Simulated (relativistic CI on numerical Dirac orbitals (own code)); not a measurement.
## Hyperfine structure of Ta XLVI, mass number 181

Calculated at this level of theory: Dirac-Coulomb-Breit CI, KLI orbitals optimised for each configuration, model QED (radiative potential, 1s self-energy scaled to tabulated hydrogen-like ionisation energies), unscaled Slater integrals (own radial code, finite nucleus).

CI space (outside the closed core [Ne]): 3s2 3p6 3d10, 3s2 3p6 3d9 4s, 3s2 3p6 3d9 4p, 3s2 3p6 3d9 4d, 3s2 3p5 3d10 4s, 3s2 3p6 3d9 4f, 3s2 3p5 3d10 4p, 3s2 3p6 3d8 4s2, 3s2 3p5 3d10 4d, 3s2 3p6 3d8 4s 4p, 3s 3p6 3d10 4s, 3s2 3p6 3d9 5s, 3s2 3p6 3d8 4p2, 3s2 3p5 3d10 4f, 3s2 3p6 3d8 4s 4d, 3s2 3p6 3d9 5p. Levels of other configurations are missing.

Nuclear spin I = 7/2, μ = 2.365 μN, Q = 3.17 b (tables of Stone and Pyykkö). The electronic factors are computed for point nuclear moments, without core polarisation or the Bohr-Weisskopf and QED corrections.

| Level | E (Ry) | A (GHz) | B (GHz) |
| --- | --- | --- | --- |
| 3s2 3p6 3d9 4s 3D_3 | 110.602 | 205.4 | -236 |
| 3s2 3p6 3d9 4s 1D_2 | 110.738 | -156.5 | -186 |
| 3s2 3p6 3d9 4s 3D_1 | 115.178 | -201.3 | -96.7 |
| 3s2 3p6 3d9 4s 3D_2 | 115.266 | 323.3 | -196 |
| 3s2 3p6 3d9 4p 3P°_2 | 117.523 | -30.91 | -168 |
| 3s2 3p6 3d9 4p 3F°_2 | 122.100 | 134.3 | -178 |
| 3s2 3p6 3d9 4p 3F°_4 | 124.559 | 30.38 | 150 |
| 3s2 3p6 3d9 4p 1D°_2 | 124.705 | 26.88 | -362 |

Levels with J = 0, under 50 % of one LS term, or S terms without an open s electron are left out. Small factors come from cancelling terms and can be off by tens of per cent or more.

At this charge energies of transitions that change n are usually good to better than 1 %, and those within a shell (Δn = 0) to a few per cent.

Task: Give the hyperfine levels of 3s2 3p6 3d9 4s 3D_3 relative to its centre of gravity.

Result: With K = F(F + 1) − I(I + 1) − J(J + 1), E = AK/2 + B[¾K(K + 1) − I(I + 1)J(J + 1)]/[2I(2I − 1)J(2J − 1)]: F = 1/2: -2899, F = 3/2: -2549, F = 5/2: -1976, F = 7/2: -1199, F = 9/2: -238.9, F = 11/2: 872.1, F = 13/2: 2097 GHz.

LS names give the leading component of a level, which can be under half, so a name can repeat, a term be missing and a line seem to break the LS rules.
